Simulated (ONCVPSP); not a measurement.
## Br (Z = 35): one change to an ONCV potential, before and after

bromine (Br), optimised norm-conserving Vanderbilt (ONCV), made with ONCVPSP 4.0.1 (PBE, scalar-relativistic). Core [Ar] 3d10, reference 4s2 4p4 (charge +1). Waves: 4s: rc 1.20 bohr, ncon 3, nbas 7, qcut 6.5 1/bohr, 2 projectors, debl 3.5 Ha; 4p: rc 1.45 bohr, ncon 4, nbas 8, qcut 6.8 1/bohr, 3 projectors, debl 1.4 Ha. Local part: polynomial inside 1.20 bohr (lpopt 5, dvloc0 0 Ha). Core correction: polynomial model core, fcfact 0.75.

Change: s: qcut 7.1; p: qcut 7.4.

Cutoffs: the cutoffs (Ha) at which the residual kinetic energy of the hardest occupied pseudo-wave falls to 1 and 0.1 mHa per electron; they do not see the model core or the augmentation charge, which bear on the density cutoff. Errors are all-electron minus pseudo energies relative to the spin-unpolarised reference configuration.

Q: What does the change do?

A: The potential gets softer (14 Ha and 88 Ha → 13 Ha and 65 Ha); both files keep a bound ghost (p, s); the errors of the 4 common tests hardly move.

```tsv
quantity	base	changed
cutoff, loose	14 Ha	13 Ha
cutoff, tight	88 Ha	65 Ha
loose cutoff by channel	s 13 Ha, p 14 Ha	s 13 Ha, p 13 Ha
bound ghosts	s, p	s, p
GHOST(+) flags under 300 eV	none	none
error for 4s2 4p5, meV [ΔE -12.55 eV]	+1.0	+1.0
error for 4s2 4p3, meV [ΔE 22.76 eV]	-6.8	-6.8
error for 4s2 4p2, meV [ΔE 56.74 eV]	-28	-28
error for 4s1 4p6, meV [ΔE -0.18 eV]	-5.6	-5.4
s: phases at 1.22 bohr within 0.05 rad from the reference energy up to (Ha; the scan ends near 5)	to the end of the scan	to the end of the scan
p: phases at 1.48 bohr within 0.05 rad from the reference energy up to (Ha; the scan ends near 5)	to the end of the scan	to the end of the scan
rms error of d²Exc/dni dnj with the model core, mHa	0.31	0.30
```

 A true bound ghost makes a file unfit for plane-wave use even where its test errors are small: the radial tests pick states by their node count and pass the ghost by.
